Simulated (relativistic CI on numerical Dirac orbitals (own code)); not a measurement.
## Cr2+ (3d4) in a crystal field

Calculated by Dirac-Coulomb-Breit CI, separate exchange-only KLI orbitals for each configuration, a model potential for QED, valence Slater integrals scaled by 0.75, one configuration in a parametric crystal field (own radial code).

Field parameters in Wybourne normalisation: Td as Oh with Dq negative (B⁴₀ = 21Dq, B⁴₄ = √(5/14) B⁴₀). The field is a parameter set, without covalency.

S is read from ⟨S²⟩ = S(S + 1).

Levels (cm⁻¹, degeneracy): 0 (1), 13 (3), 23 (3), 177 (2), 183 (3), 288 (3), 3203 (1), 6010 (1), 6017 (3), 6157 (2), 6169 (3), 9670 (1).

Question: Which field gives this pattern?
A. Td, 10Dq = -3600 cm⁻¹
B. Td, 10Dq = -8650 cm⁻¹
C. Td, 10Dq = -5050 cm⁻¹
D. Td, 10Dq = -10650 cm⁻¹

Answer: D. Td, 10Dq = -10650 cm⁻¹, ground level with S = 2.00.
